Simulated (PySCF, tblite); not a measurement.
Isomers of [C9H12P]- (charge -1), one GFN2-xTB conformer each. Single-point energies are computed at PBE0/pcSseg-1 (PySCF, gas phase, no added dispersion term), electronic only.

Question: Rank them by PBE0/pcSseg-1 energy, lowest first (kcal/mol).
A. `[CH2:1]=[CH:2][c:3]1[cH:4][p-:5][cH:6][c:7]1[CH:8]([CH3:9])[CH3:10]` (charge -1) with C1–C2–C3–C4 0°, C6–C7–C8–C9 91°
B. `[CH2:1]=[CH:2][c:3]1[p-:4][cH:5][c:6]([CH3:7])[c:8]1[CH2:9][CH3:10]` (charge -1) with C1–C2–C3–P4 3°, C6–C8–C9–C10 -95°
C. `[CH2:1]=[CH:2][c:3]1[c:4]([CH3:5])[cH:6][p-:7][c:8]1[CH2:9][CH3:10]` (charge -1) with C1–C2–C3–C4 24°, P7–C8–C9–C10 -103°
D. `[CH2:1]=[CH:2][c:3]1[cH:4][c:5]([CH:6]([CH3:7])[CH3:8])[cH:9][p-:10]1` (charge -1) with C1–C2–C3–C4 180°, C4–C5–C6–C7 61°
E. `[CH2:1]=[CH:2][c:3]1[p-:4][c:5]([CH2:6][CH3:7])[cH:8][c:9]1[CH3:10]` (charge -1) with C1–C2–C3–P4 0°, P4–C5–C6–C7 -97°
F. `[CH3:1][CH2:2][CH2:3][P-:4][c:5]1[cH:6][cH:7][cH:8][cH:9][cH:10]1` (charge -1) with C1–C2–C3–P4 180°, C2–C3–P4–C5 -77°, C3–P4–C5–C6 -3°

Answer: F (0.0), E (2.0), D (2.0), B (2.7), A (2.9), C (3.1).

Neighbours under 5.0 kcal/mol apart (CCC[P-]c1ccccc1 and C=Cc1[p-]c(CC)cc1C; C=Cc1[p-]c(CC)cc1C and C=Cc1cc(C(C)C)c[p-]1; C=Cc1cc(C(C)C)c[p-]1 and C=Cc1[p-]cc(C)c1CC; C=Cc1[p-]cc(C)c1CC and C=Cc1c[p-]cc1C(C)C; others) can change places with a better method, another conformer or zero-point energy. GFN2-xTB itself gives, in the same order: 0.0, 1.8, 1.9, 1.0, 2.3, 2.3. Both levels put the same isomer lowest; measured from each level's own lowest isomer, the values differ by up to 1.7 kcal/mol (C=Cc1[p-]cc(C)c1CC: 1.0 against 2.7).

Q: What happens when harmonic zero-point energies from GFN2-xTB frequencies are added?

A: 
```
              SMILES  ZPE (kcal/mol)  electronic (kcal/mol)  with ZPE (kcal/mol)
     CCC[P-]c1ccccc1           113.0                    0.0                  0.0
  C=Cc1[p-]c(CC)cc1C           111.8                    2.0                  0.8
C=Cc1cc(C(C)C)c[p-]1           112.0                    2.0                  1.0
  C=Cc1[p-]cc(C)c1CC           112.0                    2.7                  1.7
  C=Cc1c[p-]cc1C(C)C           112.3                    2.9                  2.2
  C=Cc1c(C)c[p-]c1CC           112.3                    3.1                  2.4
```

The zero-point energies span 1.2 kcal/mol. The order is unchanged.
